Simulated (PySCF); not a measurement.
**Ir: excitation energy**

Ir [Xe] 4f14 5d7 6s2 (4F) → Ir [Xe] 4f14 5d8 6s1, s spin flipped, as a difference of total energies. Computed with PySCF 2.14 in x2c-TZVPPall, with scalar relativity by spin-free X2C-1e. Correlated levels: valence: [Xe] 4f14 frozen. The calculations carry no spin-orbit coupling.

| method | excitation energy (eV) |
| --- | --- |
| UHF | 1.007 |
| MP2 (valence) | 0.713 |
| SCS-MP2 (valence) | 0.573 |

**Question.** How much does correlation contribute at MP2 (valence)?

**Answer.** 0.713 − (1.007) = -0.294 eV, measured against UHF.

The upper determinant mixes two multiplicities, so it lies between the two terms.
